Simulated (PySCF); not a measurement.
**NMR data sheet: C6H6OSi**

| Property | Result |
| --- | --- |
| Formula | C6H6OSi |
| SMILES | C[SiH2]C#CC#CC=O |
| Point group of the computed structure | C1 |
| Degrees of unsaturation | 5 |
| Carbon signals | 6 |
| Proton signals | 3 |

Atoms are numbered as in `[CH3:1][SiH2:2][C:3]#[C:4][C:5]#[C:6][CH:7]=[O:8]` (H(Xn): hydrogen on atom n).

Equivalent nuclei averaged, no relativistic terms, no solvent model, single conformer. Shieldings: GIAO PBE0/pcSseg-1; geometry: GFN2-xTB; PySCF 2.14.0 with density-fitted response routines.

Chemical shifts δ = σref − σ; 1H, 13C, 29Si vs TMS; H2O for 17O, all at this level.

| carbon | δC, type | δH (multiplicity) | HMBC from (2–3 bonds) | span of the C tensor (ppm) |
| --- | --- | --- | --- | --- |
| C1 | -5.1, CH3 | 0.42 (t) | H(Si2) | 9 |
| C3 | 105.6, C | – | H(Si2), H(C1) | 262 |
| C4 | 97.0, C | – | H(Si2) | 264 |
| C5 | 89.3, C | – | H(C7) | 165 |
| C6 | 75.3, C | – | H(C7) | 277 |
| C7 | 181.0, CH | 9.57 (s) | – | 190 |

Other nuclei:
| atoms | nucleus | environment | δ (ppm) | σ (ppm) |
| --- | --- | --- | --- | --- |
| H(Si2) | 1H | hydrogen on a silicon bonded to 2 C | 4.57 | 27.15 |
| Si2 | 29Si | silicon bonded to 2 C, 2 H | -67.2 | 416.4 |
| O8 | 17O | aldehyde oxygen | 769.2 | -433.1 |

1. Carbon types of the structure: 4 × C, 1 × CH, 1 × CH3, leaving 2 H on heteroatoms.
2. δC 181.0: aldehyde carbonyl carbon; the double bond to the heteroatom, with no lone-pair donor beside it, deshields it most.
3. δC 105.6, 97.0, 89.3, 75.3: alkyne carbon.
4. δC -5.1: methyl carbon bonded to Si; an electropositive neighbour leaves it electron-rich and shielded.
5. δH 9.57: hydrogen on an aldehyde carbonyl carbon; deshielded by the polar, anisotropic C=O bond.
6. δH 0.42: hydrogen on a methyl carbon bonded to Si; an electropositive neighbour shields it, as in TMS itself.

Shifts are as computed. Against solution values, carbons near 30 ppm lie about +3 ppm off and those near 130 ppm about +5 ppm. Of 1309 compounds with measured shifts, 239 miss one by over three times the rms of a fit or turn the order of signals round; such compounds aren't used in these exercises. Unscaled 17O shifts of doubly bonded oxygen tend to come out too high, by tens of ppm or more. Experimental scales use liquid or dissolved standards, which lie at an offset from isolated H2O (liquid H2O: subtract about 36 ppm). No couplings were computed; multiplicities are counted from neighbouring protons, with m where these are inequivalent, close in shift, in a saturated or five-membered ring or joined by F or P, and br s for small geminal =CH2 splittings.
